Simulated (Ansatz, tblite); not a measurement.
Cost and result up the ladder for the cluster SnSe₂⁻ (the lowest doublet isomer of a short search) (3 atoms). The state is a doublet with charge -1. Geometry: r2SCAN-D4/def2-TZVPD.

```tsv
atom	x (Å)	y (Å)	z (Å)
Sn1	0.3131	-0.1789	0.5876
Se2	-1.6555	-1.4953	0.0223
Se3	1.3424	1.6742	-0.6098
```

Ansatz on 2 threads of Arm Neoverse V2 on a shared host; xTB runs through tblite on one thread. Times are rough, summed over both states, and most runs start from the orbitals of an earlier one. No level here is sound enough to serve as a yardstick. The other state is a singlet.

In the def2 sets Sn takes a core potential; there is no spin–orbit coupling. The xTB rows come from tblite. The structure comes from a short search, and lower isomers may exist.

Raw xTB energies of ions are shifted by several eV, and xTB has no spin-polarisation term.

| level | functions | wall time | vertical IE (eV) | remarks |
| --- | --- | --- | --- | --- |
| GFN1-xTB | 27 | 0.004 s | 5.78 | – |
| GFN2-xTB | 27 | 0.007 s | 7.90 | – |
| PBE-D4/def2-TZVPD (with forces) | 170 | 9.6 s | 2.95 | restricted singlet, untested (singlet) |
| PBE0-D4/def2-TZVPD | 170 | 17 s | 3.17 | restricted singlet, untested (singlet) |
| r2SCAN-D4/def2-TZVPD | 170 | 20 s | 3.15 | restricted singlet, untested (singlet) |
